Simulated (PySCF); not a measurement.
Compound: C6H5FSi.
Atom-mapped SMILES: `[CH:1]#[C:2][C@@H:3]1[C@@H:4]([F:5])[Si@@H:6]1[C:7]#[CH:8]`

Cartesian coordinates in Å at the GFN2-xTB level; atoms count from 1:
```xyz
13
C6H5FSi angstrom
C     -1.2802   -0.9130   -2.1717
C     -1.2653   -0.3852   -1.0947
C     -1.2101    0.2441    0.1783
C     -0.3457    1.5113    0.3050
F     -0.9754    2.5787    0.8992
Si     0.2884    0.0626    1.3521
C      1.7669   -0.7804    0.6720
C      2.7374   -1.3557    0.2540
H     -1.3167   -1.3725   -3.1134
H     -2.1856    0.3386    0.6465
H      0.1473    1.8539   -0.6001
H      0.0508    0.0690    2.7812
H      3.5839   -1.8510   -0.1261
```

Definitions: NICS(0) = −σiso at the ring centroid; NICS(1) = −σiso and NICS(1)zz = −σzz at ±1 Å along the ring normal z. Level: GIAO PBE0/pcSseg-1 (PySCF, non-relativistic, gas phase) on the GFN2-xTB geometry, one conformer.

Ring bond lengths (Å), with Mayer bond orders in brackets: C3–C4 1.539 (0.85), C4–Si6 1.897 (0.91), Si6–C3 1.912 (0.82).

Question: Give the NICS values of each ring in ppm.

Answer: 
```
     ring                                              type  NICS(0)  NICS(1), two faces  NICS(1)zz, two faces  rms pucker (Å)  centre to ring atoms, mean (Å)
C3–C4–Si6  3-membered ring with Si; formal bonds all single    -21.4         -8.5 / -6.2         -14.9 / -12.0            0.00                            1.03
```

Question: What do they say, and how far can they be read as aromaticity?

Answer: 
- C3–C4–Si6: mean NICS(1)zz -13.5 ppm, shielded. C3, C4, Si6 have four or more neighbours; no verdict on aromaticity is drawn. NICS(0) lies 14 ppm below the mean NICS(1).

Question: At the second NICS(1) probe listed for ring C3–C4–Si6, 1 Å off the ring, how large is the induced field along the normal in 9.4 T applied along it?

Answer: NICSzz × B0 = -12.0 ppm × 9.4 T = -113 μT, against the applied field.

Question: Give the inner angles of the rings and the Hirshfeld charges of the ring atoms.

Answer: 
- C3–C4–Si6: C3 65.6° (-0.109 e), C4 66.7° (-0.022 e), Si6 47.7° (+0.364 e); sum 180.0° against 180° for a flat convex ring.
